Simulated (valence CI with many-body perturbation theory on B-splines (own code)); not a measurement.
## Pd VI: electric-dipole lines

Computed by relativistic CI+MBPT: five valence electrons over a frozen Dirac-Fock core [Kr], radial functions for each j: 7 s, 7 p, 8 d, 6 f, 4 g, 1 h, with the one-electron correlation potential Σ1, the two-electron term Σ2, the three-electron term Σ3, Breit, model QED; selected CI, second order for the rest, scaled by the run's own slope (own B-spline code, finite nucleus).

No measured spectrum was set against this ion. As an estimate, terms of the open shell hold to 2 to 4 % of their energy, and close levels can change places; different configurations can be misplaced against each other by 1,000 to 8,000 cm⁻¹. Among the levels kept, up to 2400 cm⁻¹ of a level comes from second order outside the variational space, and about a tenth of that is noise between levels of different J, which matters for small intervals. The list stops below the first excitations out of the core.

Lines 201 to 250 of 600 in falling wavelength, among levels below 303740 cm⁻¹, chosen from the strongest by gf and those to the six lowest levels. Wavelengths and rates use the calculated energies, so an error of 2000 cm⁻¹ moves a line at 1243 Å by 2.5 % and its rate by three times that or more. Electric multipoles are in the length gauge, E1 and E2 with the static RPA response of the core. Weak lines are less certain than strong ones. Lines between different terms over intervals too small for the method are left out, as are lines whose strength nearly cancels. Where a level lies close to another of its J and parity, the split of strength between their lines is uncertain. The highest levels of a list are the least certain.

Names give the largest LS component (configuration and term), which can be under half, so a name can repeat, a term be missing and a line seem to break the LS rules; names also repeat where a configuration has a term twice. Letters in brackets count levels of one name in rising energy.

```csv
λ vac (Å),Upper,Lower,A (s⁻¹),S (a.u.)
1243,4d4 5p 4D°_5/2 [d],4d4 5s 4G_7/2,1.85e+08,1.05e+00
1242,4d4 5p 2H°_11/2 [c],4d4 5s 2G_9/2 [a],5.44e+08,6.16e+00
1239,4d4 5p 2I°_11/2 [b],4d4 5s 2H_9/2,1.09e+08,1.23e+00
1238,4d4 5p 2I°_11/2 [a],4d4 5s 4H_13/2,6.97e+07,7.83e-01
1237,4d4 5p 4I°_13/2,4d4 5s 4H_13/2,2.39e+08,3.12e+00
1237,4d4 5p 4F°_5/2 [c],4d4 5s 2P_3/2 [a],3.48e+08,1.95e+00
1236,4d4 5p 2H°_11/2 [c],4d4 5s 2I_11/2,9.50e+07,1.06e+00
1236,4d4 5p 4D°_3/2 [a],4d4 5s 4D_5/2 [a],4.96e+08,1.85e+00
1236,4d4 5p 2D°_5/2 [b],4d4 5s 2F_5/2 [a],2.03e+08,1.13e+00
1235,4d4 5p 4H°_9/2 [d],4d4 5s 4G_7/2,6.48e+08,6.03e+00
1235,4d4 5p 4H°_13/2 [b],4d4 5s 2H_11/2,6.69e+08,8.71e+00
1234,4d4 5p 2G°_7/2 [b],4d4 5s 2F_5/2 [a],1.71e+08,1.27e+00
1234,4d4 5p 4P°_3/2 [c],4d4 5s 2F_5/2 [a],2.54e+08,9.43e-01
1233,4d4 5p 2K°_15/2,4d4 5s 2I_13/2,1.21e+09,1.79e+01
1232,4d4 5p 4D°_7/2 [a],4d4 5s 4D_7/2 [a],9.75e+08,7.20e+00
1232,4d4 5p 4I°_11/2,4d4 5s 4H_9/2,3.56e+08,3.95e+00
1232,4d4 5p 2G°_7/2 [c],4d4 5s 2G_7/2 [a],3.65e+08,2.69e+00
1231,4d4 5p 4F°_7/2 [d],4d4 5s 2G_9/2 [a],1.03e+08,7.60e-01
1231,4d4 5p 4D°_5/2 [c],4d4 5s 4F_7/2 [a],1.71e+08,9.45e-01
1230,4d4 5p 4H°_7/2 [b],4d4 5s 4G_5/2,2.55e+08,1.87e+00
1229,4d4 5p 4F°_3/2 [d],4d4 5s 4D_1/2 [b],4.34e+08,1.59e+00
1228,4d4 5p 4F°_9/2 [a],4d4 5s 4F_9/2 [a],1.20e+08,1.10e+00
1228,4d4 5p 2H°_11/2 [b],4d4 5s 2H_11/2,2.12e+08,2.33e+00
1227,4d4 5p 2I°_11/2 [b],4d4 5s 4G_11/2,8.34e+07,9.13e-01
1227,4d4 5p 4G°_9/2 [b],4d4 5s 4H_11/2,4.50e+08,4.10e+00
1226,4d4 5p 4F°_7/2 [c],4d4 5s 4F_5/2 [a],2.31e+08,1.68e+00
1226,4d4 5p 4D°_5/2 [c],4d4 5s 4P_3/2 [a],4.60e+08,2.51e+00
1226,4d4 5p 4D°_7/2 [d],4d4 5s 4D_7/2 [b],2.25e+08,1.64e+00
1226,4d4 5p 6F°_11/2,4d4 5s 6D_9/2,1.30e+09,1.42e+01
1226,4d4 5p 4H°_11/2 [b],4d4 5s 4F_9/2 [a],1.45e+08,1.58e+00
1226,4d4 5p 2I°_11/2 [b],4d4 5s 4G_9/2,3.04e+08,3.31e+00
1225,4d4 5p 2K°_13/2,4d4 5s 4G_11/2,1.69e+08,2.15e+00
1225,4d4 5p 4G°_5/2 [b],4d4 5s 4H_7/2,1.99e+08,1.08e+00
1224,4d4 5p 4G°_7/2 [b],4d4 5s 4H_9/2,2.47e+08,1.79e+00
1223,4d4 5p 2H°_11/2 [c],4d4 5s 2I_13/2,2.86e+08,3.10e+00
1223,4d4 5p 4D°_7/2 [c],4d4 5s 2H_9/2,1.12e+08,8.10e-01
1222,4d4 5p 4P°_1/2 [d],4d4 5s 4D_1/2 [b],7.54e+08,1.36e+00
1220,4d4 5p 4I°_15/2,4d4 5s 4H_13/2,1.27e+09,1.82e+01
1220,4d4 5p 4D°_5/2 [d],4d4 5s 4F_5/2 [a],2.12e+08,1.14e+00
1219,4d4 5p 2H°_9/2 [b],4d4 5s 2H_9/2,3.67e+08,3.28e+00
1219,4d4 5p 2D°_5/2 [b],4d4 5s 4D_3/2 [b],1.30e+08,6.94e-01
1219,4d4 5p 4F°_9/2 [a],4d4 5s 4F_7/2 [a],1.55e+08,1.38e+00
1218,4d4 5p 4D°_7/2 [b],4d4 5s 4P_5/2 [a],2.22e+08,1.58e+00
1218,4d4 5p 4F°_9/2 [b],4d4 5s 4F_9/2 [a],1.92e+08,1.71e+00
1218,4d4 5p 4I°_13/2,4d4 5s 4H_11/2,7.72e+08,9.64e+00
1218,4d4 5p 2P°_3/2 [b],4d4 5s 4D_1/2 [b],2.03e+08,7.25e-01
1218,4d4 5p 4P°_3/2 [c],4d4 5s 4D_3/2 [b],3.75e+08,1.34e+00
1217,4d4 5p 2H°_9/2 [c],4d4 5s 2H_9/2,1.03e+08,9.15e-01
1215,4d4 5p 4D°_5/2 [a],4d4 5s 4D_5/2 [a],6.04e+08,3.21e+00
1215,4d4 5p 4F°_3/2 [b],4d4 5s 4G_5/2,4.22e+08,1.50e+00
```
